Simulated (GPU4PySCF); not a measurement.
C₈H₁₂CoNO₃Si, SMILES CC#[N]->[Co](<-[C-]#[O+])(<-[C-]#[O+])(<-[C-]#[O+])[Si](C)(C)C, multiplicity 1.

The structure is a stationary point at ωB97X-D3(BJ)/def2-TZVP. The multiplicity is an assumed one; no other spin state was optimised. The isomer is the one that the SMILES or the coordinates give; other isomers of the formula were not compared. Other conformers were not sampled.

Two levels are set side by side: PBE/def2-TZVPD (GPU4PySCF) and r2SCAN/def2-TZVPD (GPU4PySCF). Same geometry, gas phase. Differences are taken from unrounded values.

```
quantity                     r2SCAN
---------------------------  ------
orbital gap (eV)               3.67
highest occupied level (eV)   -5.23
lowest empty level (eV)       -1.57
dipole moment (D)              6.89
mean polarisability (bohr³)   174.6
```

Task: What does PBE give, and how far is it from r2SCAN? (The exact figures need the calculation; the answer reports its results.)

Result: 
```json
[
 {"quantity": "orbital gap (eV)", "PBE": "3.39", "PBE minus r2SCAN": "-0.28"},
 {"quantity": "highest occupied level (eV)", "PBE": "-5.13", "PBE minus r2SCAN": "0.11"},
 {"quantity": "lowest empty level (eV)", "PBE": "-1.74", "PBE minus r2SCAN": "-0.17"},
 {"quantity": "dipole moment (D)", "PBE": "6.62", "PBE minus r2SCAN": "-0.28"},
 {"quantity": "mean polarisability (bohr³)", "PBE": "180.0", "PBE minus r2SCAN": "5.4"}
]
```
